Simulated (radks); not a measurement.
Problem. All-electron atom: O III in [He] 2s2 2p2. All-electron calculation, non-relativistic Kohn-Sham, BLYP, spin-unpolarised, spherical densities, point nucleus. Program: a radial shooting solver on a logarithmic mesh with Libxc functionals. Some entries of the table are withheld. Estimate them.

| orbital | occ. | eigenvalue (eV) | <r> (bohr) | <r^2> (bohr^2) |
|---|---|---|---|---|
| 1s | 2 | (1) | (2) | (3) |
| 2s | 2 | (4) | 1.031 | (5) |
| 2p | 2 | -43.2882 | (6) | 1.256 |

Solution. 
(1) 1s eigenvalue (eV): -558.1023
(2) 1s <r> (bohr): 0.1996
(3) 1s <r^2> (bohr^2): 0.05378
(4) 2s eigenvalue (eV): -58.1667
(5) 2s <r^2> (bohr^2): 1.265
(6) 2p <r> (bohr): 1.002
